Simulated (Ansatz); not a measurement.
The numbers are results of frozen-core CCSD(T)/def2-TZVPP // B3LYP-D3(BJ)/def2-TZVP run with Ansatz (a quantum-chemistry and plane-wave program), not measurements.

Ansatz 0.2 input:
```yaml
crystal:
  periodic: [false, false, false]
  atoms:
    - { symbol: I, position_ang: [2.155773, -0.959717, 0.023485] }
    - { symbol: Al, position_ang: [-0.006504, 0.23702, -0.005587] }
    - { symbol: I, position_ang: [-2.099922, -1.076438, 0.024514] }
    - { symbol: H, position_ang: [-0.049346, 1.799136, -0.042412] }
basis:
  gaussian: { orbitals: def2-TZVPP }
correlation:
  method: ccsd_t
```

Output:

```
Functional definition: HF
1288 factors; integrals over basis functions are off by at most 1.6e-3 eV
mean field evaluation 1: about -22746.6285 eV, gradient 1.4e1 eV
mean field evaluation 2: about -22746.6690 eV, gradient 1.4e1 eV
mean field evaluation 4: about -22747.5281 eV, gradient 2.2e0 eV
mean field evaluation 8: about -22747.5481 eV, gradient 1.5e-1 eV
mean field evaluation 16: about -22747.2996 eV, gradient 9.2e0 eV
mean field -22747.54822262 eV, -835.9569783391 hartree, gradient 2.6e-6 eV, S^2 0.000000; 0 other end points of the search recorded, 0 dependent functions left out
13 core orbitals not correlated
reference -22747.54822262 eV, -835.9569783391 hartree; 19, 19 occupied and 124, 124 virtual orbitals, 1288 factors
second order -28.90684341 eV of doubles, -0.00000000 eV of singles
cycle   1  -26.85990868 eV  change     2.0e0 eV  update   9.8e-2
cycle   2  -27.53915248 eV  change   -6.8e-1 eV  update   2.6e-2
cycle   3  -27.58719978 eV  change   -4.8e-2 eV  update   1.1e-2
cycle   4  -27.55949626 eV  change    2.8e-2 eV  update   2.9e-3
cycle   5  -27.56050648 eV  change   -1.0e-3 eV  update   1.6e-3
cycle   6  -27.56154985 eV  change   -1.0e-3 eV  update   3.9e-4
cycle   7  -27.56107778 eV  change    4.7e-4 eV  update   1.4e-4
cycle   8  -27.56103947 eV  change    3.8e-5 eV  update   4.3e-5
perturbative correction -0.63745395 eV, -0.0234260005 hartree
Total energy: -22775.74671603 eV, -836.9932538586 hartree
```

Cost: very roughly 24 core-seconds.
